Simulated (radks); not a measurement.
Values are calculated unless marked as measured or tabulated.
Task: These are the eigenvalues of the occupied orbitals of an atom or ion with whole-number occupations (eV). Level of theory: non-relativistic Kohn-Sham, LB94 model potential, spin-polarised, spherical densities, point nucleus (a radial shooting solver on a logarithmic mesh with Libxc functionals).

| orbital | eigenvalue |
|---|---|
| 1s up | -64612.81 |

Which element is it, and in what charge state? The configuration may be excited. Open shells, if any, are filled with parallel spins first.

Result: Z = 69, thulium, charge +68: Tm68+ in 1s1. The 1s level, -2374.5 hartree, gives Z - s = 68.9 by -(Z - s)^2/2, which with screening narrows Z to a few neighbours, and with so few levels the electron count can be read from the list.
